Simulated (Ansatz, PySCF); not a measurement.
Here is a job for Ansatz (an electronic-structure program).
Ansatz 0.2 input:
```yaml
crystal:
  periodic: [false, false, false]
  atoms:
    - {symbol: C, position_ang: [-0.19495187, 0.15685852, 1.40366555]}
    - {symbol: C, position_ang: [-0.00119422, 0.08240982, 0.04378401]}
    - {symbol: H, position_ang: [-0.29377985, 1.10630927, 1.89854694]}
    - {symbol: H, position_ang: [-0.25392347, -0.72596582, 2.01373916]}
    - {symbol: C, position_ang: [0.07590634, 1.21165371, -0.74090455]}
    - {symbol: H, position_ang: [0.22795896, 1.14765059, -1.80292646]}
    - {symbol: H, position_ang: [-0.01487156, 2.19324052, -0.31204544]}
    - {symbol: C, position_ang: [0.11066686, -1.26726994, -0.61376699]}
    - {symbol: H, position_ang: [0.38726064, -2.03093733, 0.10821526]}
    - {symbol: H, position_ang: [-0.84735425, -1.54391310, -1.05326649]}
    - {symbol: H, position_ang: [0.85214687, -1.24829667, -1.40893108]}
basis:
  gaussian:
    orbitals: def2-SVP
hamiltonian:
  xc: r2scan
magnetization: {spin_polarized: true, initial_magnetization: 1}
accuracy: high
```

Question: Write the same job for PySCF.

Answer: This is not unique; one that fits is 
```python
from pyscf import gto, scf, dft

mol = gto.M(
    atom='''
C    -0.19495187    0.15685852    1.40366555
C    -0.00119422    0.08240982    0.04378401
H    -0.29377985    1.10630927    1.89854694
H    -0.25392347   -0.72596582    2.01373916
C     0.07590634    1.21165371   -0.74090455
H     0.22795896    1.14765059   -1.80292646
H    -0.01487156    2.19324052   -0.31204544
C     0.11066686   -1.26726994   -0.61376699
H     0.38726064   -2.03093733    0.10821526
H    -0.84735425   -1.54391310   -1.05326649
H     0.85214687   -1.24829667   -1.40893108
''',
    basis='def2-svp',
    spin=1,
    verbose=4,
)

mf = dft.UKS(mol)
mf.xc = 'r2scan'
mf.grids.atom_grid = (99, 590)
mf.grids.prune = None
mf.kernel()
```

Both were run: Ansatz gave -156.358050 Eh and PySCF -156.358060 Eh, 0.010 mEh apart.
